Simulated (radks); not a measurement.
The silicon anion Si4-, configuration [Ar].

Calculated with a radial shooting solver on a logarithmic mesh with Libxc functionals: non-relativistic Kohn-Sham, PBEsol, spin-polarised, spherical densities, point nucleus; Watson sphere of charge +4 and radius 4.54 bohr.

Energy parts (eV; the electron-nucleus part includes the sphere):
| part | energy |
|---|---|
| total | -8248.794 |
| kinetic | 7847.850 |
| electron-nucleus | -19535.750 |
| Hartree | 4005.210 |
| exchange-correlation | -566.104 |

Orbitals (lengths in bohr, moments of r in powers of bohr; <r^-3> diverges for s and p1/2):
[
 {"orbital": "1s", "occ.": "2", "eigenvalue (eV)": "-1774.530", "<r^-3>": "-", "<1/r>": "13.55", "<r>": "0.1118"},
 {"orbital": "2s", "occ.": "2", "eigenvalue (eV)": "-135.4360", "<r^-3>": "-", "<1/r>": "2.564", "<r>": "0.5707"},
 {"orbital": "2p", "occ.": "6", "eigenvalue (eV)": "-92.4092", "<r^-3>": "47.78", "<1/r>": "2.455", "<r>": "0.5385"},
 {"orbital": "3s", "occ.": "2", "eigenvalue (eV)": "-8.9725", "<r^-3>": "-", "<1/r>": "0.5555", "<r>": "2.488"},
 {"orbital": "3p", "occ.": "6", "eigenvalue (eV)": "-3.9306", "<r^-3>": "1.062", "<1/r>": "0.3489", "<r>": "3.799"}
]

The highest occupied level is 3p at -3.931 eV. Summed over all electrons, <r^2> = 120.9 bohr^2, which gives a Langevin (diamagnetic) susceptibility term of -95.8 x 10^-6 cm^3/mol.
